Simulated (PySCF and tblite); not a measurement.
The numbers below are computed, except where a source is named.
System: C₈H₇Cl, numbered as in [Cl:1][C:2]1=[CH:3]/[CH:4]=[CH:5]\[CH:6]=[CH:7]/[CH:8]=[CH:9]\1.

Motion: inversion of the 8-membered ring (2–3–4–5–6–7–8–9). GFN2-xTB gives an electronic barrier of 11.4 kcal/mol.

(1) What does PBE0/pcSseg-1 + D3(BJ) give on GFN2-xTB geometries?

Programs: tblite and PySCF.

Results:

(1) A barrier of 13.5 kcal/mol, 2.1 above the tight-binding barrier (from unrounded values) and, with GFN2-xTB thermal terms, ΔG‡(298 K) = 14.6 kcal/mol and k = 115 s⁻¹ (1 equivalent path).
